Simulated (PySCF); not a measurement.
C₃H₉InS₂, SMILES C[S][In]([CH3])[S]C. Atoms are numbered in the order given.

```xyz
15

In     0.1961     0.3909     0.2915
C      0.4667     2.4379     0.9677
H      1.1152     2.4572     1.8539
H     -0.5130     2.8717     1.2142
H      0.9274     3.0254     0.1602
S     -1.3173    -0.2371    -1.5073
C     -2.0189     1.3973    -1.9901
H     -2.5558     1.8742    -1.1580
H     -2.7356     1.2088    -2.8020
H     -1.2434     2.0805    -2.3640
S      1.3115    -1.5681     1.1697
C      0.5789    -2.8838     0.1068
H     -0.5110    -2.9418     0.2311
H      1.0252    -3.8351     0.4288
H      0.8132    -2.7216    -0.9541
```
Charge 0, spin multiplicity 1.

Coordinates come from a B3LYP-D3(BJ)/def2-SVP optimisation. The def2 effective core potentials stand for the cores of In; spin–orbit coupling is left out. The values are those of a single conformer.

Computed with B3LYP/def2-TZVP (PySCF).

ESP charges are fitted to the potential on shells at 1.4 to 2.0 van der Waals radii. Atomic charges (e):

```
atom  Mulliken  ESP fit  Löwdin
----  --------  -------  ------
In1       0.68     0.70   -0.01
C2       -0.58    -0.62   -0.52
H3        0.14     0.16    0.13
H4        0.13     0.15    0.13
H5        0.13     0.15    0.13
S6       -0.33    -0.32    0.25
C7       -0.33    -0.41   -0.52
H8        0.13     0.14    0.11
H9        0.14     0.19    0.11
H10       0.13     0.14    0.11
S11      -0.32    -0.35    0.26
C12      -0.34    -0.38   -0.51
H13       0.14     0.13    0.11
H14       0.14     0.20    0.11
H15       0.14     0.13    0.11
```
